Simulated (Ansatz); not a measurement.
Consider the atomization: `C[SiH2]B(O)O` → B• + C• + 7 H• + 2 O• + Si•.

Program: Ansatz. Geometries: PBE0-D4/def2-TZVP. ΔE: electronic, gas phase. CCSD(T)/CBS adds triple-zeta CCSD(T) − MP2 to the extrapolated MP2 energy (def2 sets, frozen cores). This one scheme is used for every species, atoms too. Functionals use def2-TZVPP. B3LYP here is the variant with VWN-RPA as its local correlation; programs differ in this. No spin–orbit coupling; open shells (•) take unrestricted orbitals. Spin–orbit coupling would lower the free atoms: a little for B, C, O, Si. Each species was taken in one conformer, which may not be the lowest.

```
             level  ΔE (kJ/mol)
            PBE-D4       4637.3
          B3LYP-D4       4570.2
           ωB97X-V       4583.5
     HF/def2-TZVPP       3397.9
    MP2/def2-TZVPP       4536.4
SCS-MP2/def2-TZVPP       4514.7
     HF/def2-QZVPP       3404.1
      HF/CBS(def2)       3405.1
```

**Question.** What does CCSD(T)/CBS give? (An estimate is asked.)

**Answer.** Ansatz gave: +4576.1 kJ/mol. The listed levels differ from it by 61.2, -5.9, 7.4, -1178.2, -39.7, -61.4, -1172.0, -1171.0 kJ/mol.

Largest T1 diagnostic among the species: 0.014.

The D4 term adds +34.5 kJ/mol with B3LYP and +18.2 kJ/mol with PBE0; it sums over pairs of atoms, weighted by their polarisabilities, and B3LYP, whose exchange is more repulsive, gets the larger term. From PBE to PBE0 (25 % exact exchange), in def2-TZVPP and without D4, ΔE moves by −72.3 kJ/mol: exact exchange takes away binding that semilocal exchange gives to molecules. In def2-TZVPP, CCSD(T) changes the Hartree–Fock value by +1065.1 kJ/mol (the triples alone add +59.4 kJ/mol) and MP2 by +1138.5 kJ/mol; breaking electron pairs costs correlation energy, which Hartree–Fock lacks.

For atomizations the MP2-based limit and the directly extrapolated one differ by several kJ/mol either way, and by 10 to 25 for some Ge, Se and Sn compounds, so smaller differences from it don't rank the levels.
